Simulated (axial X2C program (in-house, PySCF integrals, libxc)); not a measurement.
**PbSi: from the spin-free to the two-component result**

All values were computed with an in-house relativistic program for diatomic molecules. Spin-free means the one-electron spin-free X2C Hamiltonian; two-component (2c) means X2C with spin–orbit coupling and atomic mean-field two-electron Coulomb and Gaunt terms, so the difference of the two also holds small scalar two-electron terms. Basis: Pb dyall-cv3z [12s14p10d7f1g], Si dyall-v3z [8s7p2d1f] (cores contracted in-house); Gaussian nuclei, density fitting, unrestricted open shells. Masses: Pb 207.977 u, Si 27.977 u.

Spin-free state: M_S = 1, Λ = 0 (beyond evenly filled blocks: π+α, π-α); fragments Pb + Si.

```
level  Re (Å)  ωe (cm⁻¹)  De (eV)  μ (D)
 TPSS   2.609      304.5    2.718  -1.73
```

Dipoles are positive if Si is the positive end.

Two-component determinant lowest at the distance of the search:

Ω = 1 (⟨Sz⟩ = 0.70, ⟨Lz⟩ = 0.30 at TPSS); fragments Pb + Si.

| level | Re (Å) | ωe (cm⁻¹) | De (eV) | μ (D) |
| --- | --- | --- | --- | --- |
| TPSS | 2.576 | 281.0 | 2.027 | -1.63 |

(1) From the two tables, how do the constants change at the TPSS level (2c against spin-free)?

One determinant describes the state; a PBE0 search over occupations chose it and may have missed a lower one. Dissociation energies refer to the lowest single-determinant-based atoms at the same level and basis. Density functionals use the spin component along the axis (collinear). The 2c atoms are single determinants rather than J levels; their spin–orbit lowering is only partly caught, and De is too large by that part. This holds for TPSS. Other states lie close and PBE0, whose exact exchange favours high spin, may order them wrongly; the determinant shown need not be the ground state. The nearest other spin-free determinant of the search, M_S = 1, Λ = 1, lies 0.35 eV up at the distance of the search. The functionals have no current-density term, which raises determinants with orbital currents, atoms included. With several unpaired electrons one determinant need not be a pure state. Open-shell Ω = 0 determinants with evenly filled partner blocks cannot be reached by this program, so the Ω shown need not be the lowest component. At some level and bond length an empty orbital lies below a filled one. This is the Ω = 1 component of a π² triplet; the 0⁺ component is not one determinant and can lie lowest.

Answers

(1) At the TPSS level Re falls by 0.033 Å and ωe decreases by 23.5 cm⁻¹; De is not compared, since the atomic limits differ or miss part of their spin–orbit lowering.
